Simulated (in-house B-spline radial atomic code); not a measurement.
Values are calculated unless marked as measured or tabulated.
**Weak and strong correlation along the adiabatic connection**

Two-electron singlets in several external potentials (atomic units), by full CI in B-splines with partial waves to l = 8 (correlation energies up to 0.6 % small). The repulsion is scaled by λ at fixed density; W(λ) is the mean repulsion less the Hartree energy, W(0) = E_x, and the area under W from 0 to 1 is E_xc.

One system gave this curve:

| λ | W (hartree) |
| --- | --- |
| 0 | -1.1455 |
| 0.02 | -1.1475 |
| 0.05 | -1.1505 |
| 0.12 | -1.1572 |
| 0.25 | -1.1691 |
| 0.4 | -1.1822 |
| 0.6 | -1.1984 |
| 0.8 | -1.2135 |
| 1 | -1.2274 |
| 1.4 | -1.2523 |
| 2 | -1.2837 |
| 3 | -1.3243 |
| 4.5 | -1.3674 |
| 7 | -1.4133 |
| 10 | -1.4473 |

(1) Which system is it?
A. −V exp(−r²/w²), V = 28.5, w = 3.17
B. −Z/r, Z = 3.5
C. −Z exp(−kr)/r, Z = 7.67, k = 1.95
D. ω²r²/2 − Z/r, ω = 0.739, Z = 0.7

Answers

(1) A. The exchange energy sets the size: −V exp(−r²/w²), V = 28.5, w = 3.17: E_x = -1.15, E_c = -0.0436; −Z exp(−kr)/r, Z = 7.67, k = 1.95: E_x = -4.33, E_c = -0.0456; −Z/r, Z = 3.5: E_x = -1.96, E_c = -0.0438; ω²r²/2 − Z/r, ω = 0.739, Z = 0.7: E_x = -0.76, E_c = -0.039 hartree.
